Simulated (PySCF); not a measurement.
**Bond length, frequency and bond energy of ErO by level of theory**

State: quintet, about 11.1 electrons in the 4f shell (Mulliken), real f orbitals that mix terms. Set-up: basis Er x2c-SVPall, O x2c-SVPall; spin-free X2C with a Gaussian nucleus; PySCF 2.14. De refers to Er (4f12 6s2) + O in their high-spin ground configurations, without counterpoise correction. The functionals are run spin-unrestricted. A positive dipole means Er(−)O(+).

| Level | Re (Å) | ωe (cm⁻¹) | De (eV) | μ (D) |
| --- | --- | --- | --- | --- |
| UHF | 1.797 | 894 | n/a | -5.91 |
| UHF-MP2 | 1.784 | 862 | n/a | n/a |
| UHF-SCS-MP2 | 1.791 | 861 | n/a | n/a |
| LDA | 1.809 | 758 | 6.94 | -4.15 |
| PBE | 1.830 | 734 | 5.57 | -4.28 |
| r²SCAN | 1.796 | 831 | 6.23 | -4.54 |
| TPSSh | 1.798 | 832 | 5.53 | -4.62 |
| PBE0 | 1.783 | 873 | 5.43 | -4.87 |

Q: What does a quarter of exact exchange do here, going from PBE to PBE0?

A: PBE0 less PBE: -4.7 pm in Re, +18.9 % in ωe, -0.14 eV in De. Exact exchange removes part of the self-interaction that spreads semilocal densities, and in most molecules shortens and stiffens the bond and lowers De; so it does here.

Q: What does second-order correlation do here, going from UHF to UHF-MP2?

A: UHF-MP2 less UHF: -1.3 pm in Re, -3.6 % in ωe. Correlation nearly always deepens the well. The bond shortens, as in weak, metallic or heavy-atom bonds, where dispersion and the correlation of outer-core electrons pull the atoms together.

Correlated steps freeze 19 core orbitals. Spin–orbit coupling is left out, which matters for elements this heavy, above all for dissociation energies. Counting both spins, an empty level lies below a filled one in some of these solutions, because spin and occupation are held. With d or f electrons several states lie close, and the lowest PBE0 determinant need not be the measured ground state.

The whole job (state search and all levels along the bond) took about 10 min on 2 threads of Arm Neoverse V2 (shared host), peak memory 3 GiB.
